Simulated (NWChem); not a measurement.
## Correlation energy of HP

```xyz
2

P      0.0000     0.0000     0.0898
H      0.0000     0.0000    -1.3473
```
Charge 0, spin multiplicity 3.

Program: NWChem. Structure: optimised with UPBE0/def2-SVP, a minimum by its harmonic frequencies.

Basis set: def2-SVP. Each correlation energy counts from its own Hartree-Fock reference.

The correlated methods keep 5 core orbitals frozen. This spin state was chosen for the runs; another may lie lower. The structure started from a generated list of species. The unpaired electrons of the parent sit in orbitals of symmetry b1 and b2 (C2v labels of the run); other states weren't searched. No SCF solution was tested for a lower state. Open-shell Hartree-Fock references start from PBE0 orbitals. No row is a measurement; the coupled-cluster row has its own basis-set and correlation limits.

```tsv
method	correlation energy (mHa)
UMP2	-80.3
SCS-UMP2	[?]
CCSD on UHF	[?]
CCSD[T] on UHF	-104.5
CCSD(T) on UHF	-104.4
CCSD on ROHF	[?]
CCSD[T] on ROHF	-110.6
CCSD(T) on ROHF	-110.6
CCSDT on ROHF	[?]
```

**Question.** Some entries are withheld; supply them.

**Answer.** 
- SCS-UMP2, correlation energy (mHa): -82.2
- CCSD on UHF, correlation energy (mHa): -102.5
- CCSD on ROHF, correlation energy (mHa): -108.5
- CCSDT on ROHF, correlation energy (mHa): -111.0
